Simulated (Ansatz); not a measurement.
Cost and result for the atomization energy of CH4AlNOSi, SMILES `[OH][Al]1[CH]=N[SiH2]1` (9 atoms, 9 bonds).

Cartesian coordinates in Å:
```
O -0.465 -1.541 2.192
Al -0.213 -0.567 0.833
C -1.304 0.771 -0.172
N -0.495 1.124 -1.099
Si 1.091 0.294 -1.022
H 0.156 -2.155 2.580
H -2.300 1.231 -0.142
H 2.187 1.294 -0.883
H 1.342 -0.451 -2.287
```

The species carries charge 0 and has multiplicity 1. Geometry: relaxed with PBE0-D4/def2-TZVP. It is one conformer, not always the lowest. Program: Ansatz. All runs use 2 threads of an Intel Xeon on a shared host. Times are those of one run each, without the atoms' runs, and a repeat can differ threefold. Electronic energies, without spin–orbit coupling; frozen cores. CCSD(T)/CBS adds CCSD(T) − MP2 in def2-TZVPP to the MP2 limit, and its time is that of the two runs behind it. T1 = 0.017. B3LYP takes the VWN-RPA correlation (the form of Gaussian; ORCA's B3LYP/G).

CCSD(T)/CBS is a level of theory with its own doubt, some kJ/mol a heavy atom from the limit and from the frozen cores, so smaller differences don't rank the functionals.

```csv
level,functions,wall time
revPBE-D4/def2-TZVPP,233,2.5 s
BLYP-D4/def2-TZVPP,233,2.8 s
BHLYP-D4/def2-TZVPP,233,3.9 s
CAM-B3LYP-D4/def2-TZVPP,233,4.8 s
B3LYP-D4/def2-TZVPP (with forces),233,5.5 s
CCSD(T)/def2-SVP,98,5.5 s
r2SCAN-D4/def2-TZVPP (with forces),233,6 s
r2SCANh-D4/def2-TZVPP,233,6 s
B2PLYP/def2-TZVPP,233,7 s
ωB97X-V/def2-TZVPP,233,10 s
MP2/def2-QZVPP,431,27 s
CCSD(T)/def2-TZVPP,233,93 s
CCSD(T)/CBS(def2),–,120 s
```

Task: What atomization energy does each give, and how far from CCSD(T)/CBS? (Estimate.)

Result: Computed: 
```json
{"level": "revPBE-D4/def2-TZVPP", "atomization (kJ/mol)": "3228.2", "difference from CCSD(T)/CBS": "-18.5", "per bond": "-2.1"}
{"level": "BLYP-D4/def2-TZVPP", "atomization (kJ/mol)": "3255.6", "difference from CCSD(T)/CBS": "8.9", "per bond": "1.0"}
{"level": "BHLYP-D4/def2-TZVPP", "atomization (kJ/mol)": "3107.0", "difference from CCSD(T)/CBS": "-139.7", "per bond": "-15.5"}
{"level": "CAM-B3LYP-D4/def2-TZVPP", "atomization (kJ/mol)": "3246.2", "difference from CCSD(T)/CBS": "-0.5", "per bond": "-0.1"}
{"level": "B3LYP-D4/def2-TZVPP (with forces)", "atomization (kJ/mol)": "3235.4", "difference from CCSD(T)/CBS": "-11.3", "per bond": "-1.3"}
{"level": "CCSD(T)/def2-SVP", "atomization (kJ/mol)": "2990.5", "difference from CCSD(T)/CBS": "-256.2", "per bond": "-28.5"}
{"level": "r2SCAN-D4/def2-TZVPP (with forces)", "atomization (kJ/mol)": "3246.5", "difference from CCSD(T)/CBS": "-0.2", "per bond": "0.0"}
{"level": "r2SCANh-D4/def2-TZVPP", "atomization (kJ/mol)": "3213.1", "difference from CCSD(T)/CBS": "-33.6", "per bond": "-3.7"}
{"level": "B2PLYP/def2-TZVPP", "atomization (kJ/mol)": "3204.2", "difference from CCSD(T)/CBS": "-42.5", "per bond": "-4.7"}
{"level": "ωB97X-V/def2-TZVPP", "atomization (kJ/mol)": "3259.0", "difference from CCSD(T)/CBS": "12.3", "per bond": "1.4"}
{"level": "MP2/def2-QZVPP", "atomization (kJ/mol)": "3282.8", "difference from CCSD(T)/CBS": "36.1", "per bond": "4.0"}
{"level": "CCSD(T)/def2-TZVPP", "atomization (kJ/mol)": "3136.1", "difference from CCSD(T)/CBS": "-110.6", "per bond": "-12.3"}
{"level": "CCSD(T)/CBS(def2)", "atomization (kJ/mol)": "3246.7", "difference from CCSD(T)/CBS": "0.0", "per bond": "0.0"}
```

From PBE to PBE0 (25 % exact exchange), in def2-TZVPP and without D4, the atomization energy moves by −89.8 kJ/mol: exact exchange takes away binding that semilocal exchange gives to molecules. Leaving LDA and LC-ωPBE aside and taking each functional with its dispersion term where it has one, the values, not all of them listed here, spread over 215.0 kJ/mol, from BHLYP-D4 to PBE-D4. LDA lies +442.5 kJ/mol from PBE without D4, its usual overbinding. The D4 term adds +32.2 kJ/mol with B3LYP and +16.8 kJ/mol with PBE0; it sums over pairs of atoms, weighted by their polarisabilities, and B3LYP, whose exchange is more repulsive, gets the larger term.
